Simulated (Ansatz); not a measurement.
Q: Predict a relaxed structure of Sn(OH)4 (SnO4H4), charge 0, singlet, at r2SCAN-D4/def2-SVP (Ansatz).

A: 
Cartesian coordinates in Å:
```
Sn 0.000 0.000 0.000
O 1.382 -0.659 1.245
H 2.222 -0.202 1.083
O -1.289 -1.481 -0.201
H -0.842 -2.331 -0.068
O 0.971 0.580 -1.619
H 0.467 1.266 -2.081
O -1.065 1.560 0.574
H -1.846 1.267 1.067
```
 This is one stationary point.

In the def2 sets Sn takes a core potential; there is no spin–orbit coupling.
